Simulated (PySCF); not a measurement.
B(F)(Me)(Et) (C₃H₈BF), SMILES C(C)B(F)C. Atoms are numbered in the order given.

```xyz
13

B      0.2480     0.2191     0.4429
F      0.5990    -0.9983     0.8821
C      0.6926     1.4463     1.3168
H      1.7940     1.4606     1.4046
H      0.3110     1.3345     2.3474
H      0.3628     2.4193     0.9242
C     -0.5693     0.3267    -0.8957
C     -0.8983    -0.9809    -1.6200
H     -0.0103     1.0188    -1.5571
H     -1.4922     0.8936    -0.6587
H     -1.4910    -1.6546    -0.9808
H      0.0178    -1.5273    -1.8956
H     -1.4730    -0.8084    -2.5440
```

Geometry optimised at B3LYP-D3(BJ)/def2-SVP. One conformer was computed; it need not be the lowest.

Vertical ionisation energy (IE) and electron affinity (EA) in eV. Rows of orbital energies are one-electron estimates. Where ΔSCF, EOM or ADC give a negative EA the extra electron is unbound and the value depends on the basis.

```csv
level,IE,EA
"−ε(HOMO), −ε(LUMO), HF/def2-TZVP (PySCF)",11.90,-2.96
"−ε(HOMO), −ε(LUMO), PBE/def2-TZVP (PySCF)",6.90,0.97
```
